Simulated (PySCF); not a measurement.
Molecule: `InChI=1S/C3H6BF3/c1-4-2-3(5,6)7/h4H,2H2,1H3`.

Atoms are numbered as in `[CH3:1][BH:2][CH2:3][C:4]([F:5])([F:6])[F:7]`. Hydrogens are named by the atom that carries them.

Spin–spin couplings on one PBE0-D3(BJ)/def2-SVP geometry, PySCF 2.14.0 with density-fitted response routines, gas phase, non-relativistic, equivalent pairs averaged (spin–dipole term only in couplings to heteroatoms); isotopes ¹³C, ¹⁹F, ¹¹B, ¹H; functional B3LYP.

**Question.** How do the couplings (Hz) change with the basis set? Times are CPU seconds on shared hosts with different chips, so compare them loosely. Far from the basis limit: pcJ-0, 6-31G*, def2-TZVP, cc-pVTZ.

**Answer.** 
```
basis set  functions  ¹J(C4,F5)  ¹J(B2,H(B2))  ¹J(C3,H(C3))  ¹J(C1,H(C1))  ¹J(C3,C4)  ¹J(C1,B2)  ¹J(B2,C3)  core-s
    pcJ-0        109     -464.9         125.4         106.7         106.5       46.9       43.0       38.9      28
   6-31G*        110     -257.2         145.1         138.6         134.8       83.5       64.4       58.9      16
    pcJ-1        249     -338.3         135.4         122.7         124.5       65.6       52.2       47.9      54
def2-TZVP        253     -370.0         129.2         115.9         117.4       65.2       53.1       48.7     100
  cc-pVTZ        294     -318.1         136.6         107.2         109.6       56.0       49.2       43.8     120
```

The Fermi-contact term samples the wavefunction at the nucleus, which is why sets with added tight s functions (names with J) are made for couplings.
